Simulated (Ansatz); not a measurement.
Energy needed to pull apart C$_{2}$H$_{3}$NSi (SMILES [SiH2]=C1C=N1), singlet, into free ground-state atoms, from the structure below (at a frame of a short PBE0-D4/def2-SVP trajectory); no zero-point or spin–orbit terms; open-shell atoms are treated unrestricted, in their ground-state multiplicity.

| atom | x (Å) | y (Å) | z (Å) |
| --- | --- | --- | --- |
| Si1 | -0.6983 | 1.1478 | -0.4712 |
| C2 | -0.0627 | -0.3862 | 0.0709 |
| C3 | 0.9428 | -1.2144 | 0.6410 |
| N4 | 0.4479 | -1.6860 | -0.4263 |
| H5 | -1.5821 | 1.2357 | -1.5731 |
| H6 | -0.6677 | 2.3518 | 0.4436 |
| H7 | 1.7370 | -1.5281 | 1.2770 |

Computed with Ansatz 0.2.0 (basis: def2-TZVPP); correlated methods freeze the cores.

```csv
method,atomization energy (kJ/mol)
PBE-D4,?
r2SCAN-D4,2547
PBE0-D4,?
wB97M-V,2542
HF,1609
MP2,2506
CCSD,2366
CCSD(T),2440
```

What does PBE0-D4 give? (To be estimated.)

By the calculation: 2559 kJ/mol, which is about 119 kJ/mol more than CCSD(T)/def2-TZVPP.

What does PBE-D4 give? (Judge from chemistry; the value comes from the calculation.)

Computed: 2659 kJ/mol, which is about 219 kJ/mol more than CCSD(T)/def2-TZVPP.

In triple zeta the MP2 and coupled-cluster atomization energies are still short of their basis limit by a few kcal/mol a bond, whereas those of the functionals are nearly converged, so these differences are not deviations from converged CCSD(T).

No T1 diagnostic of these runs exceeds 0.017. The restricted Hartree–Fock reference is unstable towards an unrestricted one here.

For scale, one of the runs: CCSD(T)/def2-TZVPP forces, 177 basis functions, launched by `ansatz run in.yaml --threads 2 --pin off --events-out ev --progress --plain --max-ram 3481MiB`. Time: 2.5 min of wall clock on 2 CPU threads of an Arm Neoverse V2; the host was shared. Peak host memory: 2.9 GiB.
